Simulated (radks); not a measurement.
Species: W2+. Configuration: [Xe] 4f14 5d4.

Calculated with a radial shooting solver on a logarithmic mesh with Libxc functionals: scalar-relativistic Kohn-Sham, Wu-Cohen GGA, spin-polarised, spherical densities, finite nucleus; open shells are filled with parallel spins first (spin-orbit coupling, left out, can overturn this in heavy ions); Fermi nuclear charge, rms radius 5.3658 fm.

Energy parts (eV):
| part | energy |
|---|---|
| total | -439138.71 |
| kinetic | 483676.25 |
| electron-nucleus | -1084521.47 |
| Hartree | 170448.01 |
| exchange-correlation | -8741.49 |

Orbitals (lengths in bohr, moments of r in powers of bohr; <r^-3> diverges for s and p1/2; r(max) is where P^2 peaks):
orbital  occ.  eigenvalue (eV)   <1/r>  <r^-3>   r(max)
1s down     1        -69479.89   87.03       -  0.01146
1s up       1        -69479.88   87.03       -  0.01146
2s up       1        -12005.88   20.35       -  0.06569
2s down     1        -12005.70   20.35       -  0.06569
2p up       3        -10505.69   18.45   19750  0.05388
2p down     3        -10505.55   18.45   19750  0.05388
3s up       1        -2777.091   7.537       -   0.1853
3s down     1        -2777.044   7.537       -   0.1853
3p up       3        -2332.597   6.960    4404   0.1834
3p down     3        -2332.543   6.960    4404   0.1834
3d up       5        -1820.162   6.577   565.9   0.1493
3d down     5        -1820.050   6.576   565.9   0.1494
4s up       1        -585.3463   3.204       -   0.4206
4s down     1        -585.1903   3.203       -   0.4207
4p up       3        -439.4633   2.911    1024   0.4411
4p down     3        -439.3141   2.911    1024   0.4412
4d up       5        -254.3040   2.589   112.5   0.4521
4d down     5        -254.1223   2.590   112.6   0.4522
5s up       1         -95.7182   1.248       -   0.9642
5s down     1         -94.0480   1.259       -   0.9601
5p up       3         -60.1461   1.047   145.4    1.095
5p down     3         -57.9005   1.060   150.1    1.087
4f up       7         -49.2693   2.080   19.02   0.4286
4f down     7         -48.8700   2.089   19.16   0.4284
5d up       4         -21.0019  0.6916   7.626    1.483
6s up       0         -20.1009  0.4643       -    2.447
5d down     0         -17.9869  0.6955   7.867    1.460
6p up       0         -13.4389  0.3683   17.93    3.031

The highest occupied level is 5d up at -21.002 eV. The density falls to 0.001 e/bohr^3 at r = 3.70 bohr.
